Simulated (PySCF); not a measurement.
Computed Raman spectrum (relative Raman activity) of a molecule CH₅FO₂Si₂. Geometry: B3LYP-D3(BJ)/def2-SVP. One conformer was computed; it need not be the lowest. All values below come from PySCF 2.14.0 with B3LYP-D3(BJ)/def2-SVP. Frequencies are harmonic and unscaled.

Lines under 2 % of the strongest are left out, and lines within 2 cm⁻¹ are merged.

ν (cm⁻¹): 419 (w), 523 (w), 544 (w), 708 (w), 835 (w), 887 (vw), 913 (w), 933 (w), 955 (w), 1397 (vw), 2202 (vs), 2236 (s), 2260 (s), 2273 (s), 3045 (vs) (against the strongest line: vs over 80 %, s over 45 %, m over 15 %, w over 4 %, vw less)

Problem. Which structure fits?
(A) F[SiH2]C1O[SiH2]O1
(B) O=CO[Si@@H](F)[SiH3]
(C) O[Si@]1(F)CO[SiH2]1
(D) O=C[SiH2][Si@@H](O)F

Solution. B, O=CO[Si@@H](F)[SiH3]
